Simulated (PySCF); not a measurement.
Sb(F)5 anion (F5Sb), SMILES [F][Sb]([F])([F])([F])[F] (connectivity only; charge and spin as stated), charge -1, multiplicity 2.

Geometry: PBE-D3(BJ)/def2-SVPD. The multiplicity is an assumed one; no other spin state was optimised. The isomer is the one that the SMILES or the coordinates give; other isomers of the formula were not compared. The def2 effective core potentials stand for the cores of Sb; spin–orbit coupling is left out.

All values below come from PySCF with PBE-D3(BJ)/def2-SVPD.

Frequencies are harmonic and unscaled.

Modes within 1.5 cm⁻¹ of each other (mostly degenerate sets) share a row, with their intensities summed.

Computed harmonic wavenumbers and intensities:
| mode | ν (cm⁻¹) | IR (km/mol) | moving atoms (share of kinetic energy) |
|---|---|---|---|
| 1 | 76 | 0.0 | F 100 % |
| 2–3 | 141 | 6.2 | F 95 % |
| 4 | 154 | 25.6 | F 71 %, Sb 29 % |
| 5 | 197 | 0.0 | F 100 % |
| 6–7 | 204 | 17.1 | F 90 %, Sb 10 % |
| 8 | 448 | 0.0 | F 100 % |
| 9 | 463 | 0.9 | F 100 % |
| 10–11 | 471 | 401.6 | F 72 %, Sb 28 % |
| 12 | 557 | 90.0 | F 85 %, Sb 15 % |
